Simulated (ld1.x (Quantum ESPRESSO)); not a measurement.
Transferability test, ultrasoft potential for B

ld1.x (Quantum ESPRESSO) 7.5 input, shortened:

```
&input
   title='B', zed=5., rel=1, dft='PBE', iswitch=3,
   config='[He] 2s2 2p0.5 3d-2'
 /
 &inputp
   pseudotype=3, tm=.true., lloc=2,
   nlcc=.true., new_core_ps=.true., rcore=1.05,
   which_augfun='PSQ', rmatch_augfun=0.85
 /
5
2S  1  0   2.00   0.00  1.20  1.55  0.0
2S  1  0   0.00  -0.60  1.20  1.55  0.0
2P  2  1   0.50   0.00  3.10  3.30  0.0
2P  2  1   0.00   1.45  3.10  3.30  0.0
3D  3  2  -2.00   0.10  3.65  3.65  0.0
 &test
   configts(1)='2s2 2p0.5'
 /
```

Energies are relative to the spin-unpolarised reference configuration 2s2 2p0.5; without spin polarisation the order of configurations can differ from experiment.

```json
{"valence configuration": "2s2 2p1", "charge": "0", "ΔE all-electron (eV)": "-2.887", "error AE − PS (meV)": "+0.3"}
{"valence configuration": "2s1 2p0", "charge": "+2", "ΔE all-electron (eV)": "30.755", "error AE − PS (meV)": "+24"}
{"valence configuration": "2s2 2p1.3", "charge": "-0.3", "ΔE all-electron (eV)": "-3.626", "error AE − PS (meV)": "-1.8"}
{"valence configuration": "2s0 2p3", "charge": "0", "ΔE all-electron (eV)": "8.833", "error AE − PS (meV)": "+125"}
{"valence configuration": "2s1 2p1", "charge": "+1", "ΔE all-electron (eV)": "11.473", "error AE − PS (meV)": "+21"}
```

What are ΔE and the potential's error for 2s1 2p2?

ΔE = 2.963 eV all-electron; the error (AE − PS) is +37 meV.

What are ΔE and the potential's error for 2s2 2p0?

ΔE = 5.332 eV all-electron; the error (AE − PS) is +4.3 meV.
